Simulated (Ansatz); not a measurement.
Compare A (`CC(C)/C=C/C(C)C`) with its isomer B (`CCC1CCCCC1`).

Isolated molecules relaxed with PBE0-D4/def2-TZVP in Ansatz; ΔE leaves out vibrations. CCSD(T)/CBS is the MP2 limit (def2-TZVPP, def2-QZVPP) plus CCSD(T) − MP2 in def2-TZVPP, frozen cores. DFT in def2-TZVPP. B3LYP here is the variant with VWN-RPA as its local correlation; programs differ in this. One conformer a species, not always the lowest.

Question: Which is lower in electronic energy at CCSD(T)/CBS, and by how much? (Estimate.)

Answer: Ansatz gave: B, by 75.7 kJ/mol.

Question: Give E(B) − E(A) in kJ/mol with HF/def2-TZVPP, r2SCAN-D4, PBE0-D4, ωB97M-V, B3LYP, B3LYP-D4, CCSD(T)/def2-TZVPP. (An estimate is asked.)

Answer: Computed: HF/def2-TZVPP -60.3, r2SCAN-D4 -75.7, PBE0-D4 -87.6, ωB97M-V -79.1, B3LYP -54.5, B3LYP-D4 -63.4, CCSD(T)/def2-TZVPP -75.6. None reverses the order clearly.

Largest T1 diagnostic: 0.009.

In def2-TZVPP, CCSD(T) changes the Hartree–Fock value by −15.3 kJ/mol (the triples alone add +1.8 kJ/mol) and MP2 by −21.3 kJ/mol. The D4 term adds −8.8 kJ/mol with B3LYP and −4.6 kJ/mol with PBE0; it sums over pairs of atoms, weighted by their polarisabilities, and B3LYP, whose exchange is more repulsive, gets the larger term.
